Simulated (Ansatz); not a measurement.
One change: `OB1CO1` becomes `OB1O[SiH2]1`.

Ansatz, PBE0-D4/def2-TZVP geometries, multiplicity 1. Each molecule was computed in one conformer, which needn't be the lowest.

```json
{"property": "HOMO–LUMO gap (PBE/def2-TZVPP) / eV", "`OB1CO1`": "6.23"}
{"property": "size of the dipole moment (ωB97M-V/def2-TZVPP) / D", "`OB1CO1`": "2.99"}
{"property": "HOMO energy (PBE0/def2-TZVPP) / eV", "`OB1CO1`": "-8.08"}
{"property": "ideal-gas entropy at 298 K and 1 bar (rigid rotor, harmonic PBE0-D4/def2-TZVP) / J/(mol·K)", "`OB1CO1`": "272"}
{"property": "size of the dipole moment (PBE/def2-TZVPP) / D", "`OB1CO1`": "2.78"}
{"property": "HOMO–LUMO gap (ωB97M-V/def2-TZVPP) / eV", "`OB1CO1`": "12.16"}
```

Problem. Give the same properties after the change, and the shifts. (An estimate is asked.)

Solution. Computed: 
| property | `OB1O[SiH2]1` | shift |
| --- | --- | --- |
| HOMO–LUMO gap (PBE/def2-TZVPP) / eV | 4.28 | -1.95 |
| size of the dipole moment (ωB97M-V/def2-TZVPP) / D | 2.65 | -0.34 |
| HOMO energy (PBE0/def2-TZVPP) / eV | -7.07 | 1.01 |
| ideal-gas entropy at 298 K and 1 bar (rigid rotor, harmonic PBE0-D4/def2-TZVP) / J/(mol·K) | 288 | 16 |
| size of the dipole moment (PBE/def2-TZVPP) / D | 2.37 | -0.41 |
| HOMO–LUMO gap (ωB97M-V/def2-TZVPP) / eV | 10.18 | -1.98 |

With PBE0 the HOMO rises by 1.01 eV and the LUMO falls by 1.20 eV, so the gap narrows by about 2.21 eV. PBE moves the HOMO by 0.77 eV and ωB97M-V by 1.21 eV. Dipoles are sizes alone; their direction can turn.
